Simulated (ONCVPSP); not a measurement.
**Tm ONCV: all-electron and pseudo phase curves**

thulium, optimised norm-conserving Vanderbilt (ONCV), made with ONCVPSP 4.0.1 (PBEsol, fully relativistic). Core [Xe], reference 4f13 6s1.75 (charge +0.25). Waves: 6s: rc 3.55 bohr, ncon 4, nbas 8, qcut 2.4 1/bohr, 1 projector; p scattering state at 0.31 Ha: rc 3.55 bohr, ncon 3, nbas 7, qcut 1.9 1/bohr, 2 projectors, debl 2.2 Ha; d scattering state at 0.09 Ha: rc 2.75 bohr, ncon 4, nbas 7, qcut 3 1/bohr, 2 projectors, debl 1.5 Ha; 4f: rc 1.25 bohr, ncon 4, nbas 9, qcut 13.6 1/bohr, 1 projector. Local part: polynomial inside 1.15 bohr (lpopt 5, dvloc0 2 Ha). Core correction: none.

Open shells are filled in proportion to 2j + 1.

In the p channel the program set the typed energies aside and used 0.050, 2.250 Ha (j = l + 1/2; the other j can differ). In the d channel the program set the typed energies aside and used 0.050, 1.550 Ha (j = l + 1/2; the other j can differ).

The phase is arctan(r·R′/R) of the radial function R(r), unwrapped; energies in Ha, scanned from -2 to 5 Ha. A pole is an energy at which the radial function vanishes at the test radius. The pseudo phase is shifted by a multiple of π to meet the all-electron one at the reference energy, and phase errors are pseudo minus all-electron; the curves can meet again beyond the range given. Levels narrower than the energy grid can be missing from the lists of poles. n/a: not evaluated, since a narrow level or a reset projector energy made the automatic matching unsafe.

Q: For each channel, where are the poles, and over which energies does the pseudopotential scatter like the atom?

A:

```csv
channel,radius (bohr),reference energy (Ha),"poles, all-electron","poles, pseudo",unbroken range about the reference energy with phases within 0.05 rad,phase error 1 Ha above the reference energy (rad)
s,3.61,-0.19,"0.32, 2.61","-0.06, 0.37, 2.64",below -0.1,-3.078
p3/2,3.61,0.05,"-0.97, 0.81, 3.28","0.76, 2.85, 4.24",-0.8 to 1.4,-0.023
p1/2,3.61,0.05,"-1.19, 0.68, 3.07","0.65, 2.83, 4.20",n/a,n/a
d5/2,2.79,0.05,"0.39, 3.32","0.39, 3.42",below 4.3,+0.002
d3/2,2.79,0.05,"0.35, 3.25","0.35, 3.37",below 4.2,+0.002
f7/2,1.27,-0.15,0.46,0.50,below 1.4,+0.026
f5/2,1.27,-0.20,0.39,0.43,-0.9 to 1.3,+0.026
```

Note: ghosts flagged at negative energy: s at -218.8 eV, p3/2 at -35.6 eV, p1/2 at -29.0 eV, s at -1.56 eV (a further GHOST(-) flag falls on a real empty level of the atom); GHOST(+) flagged for p3/2 at 83.2 eV, d5/2 at 211.5 eV, d3/2 at 218.2 eV. A true bound ghost makes a file unfit for plane-wave use.

Phases in the d5/2 channel:

```csv
E (Ha),all-electron,pseudo
-1.98,1.343,1.344
-1.62,1.310,1.311
-1.26,1.258,1.259
-0.90,1.161,1.162
-0.54,0.894,0.896
-0.18,-0.470,-0.469
0.18,-1.413,-1.413
0.54,-1.653,-1.653
0.90,-1.858,-1.857
1.26,-2.383,-2.381
1.62,-3.927,-3.926
1.98,-4.411,-4.409
2.34,-4.557,-4.554
2.70,-4.632,-4.627
3.06,-4.682,-4.675
3.42,-4.723,-4.712
3.78,-4.764,-4.745
4.14,-4.812,-4.778
4.50,-4.886,-4.816
4.86,-5.049,-4.867
```
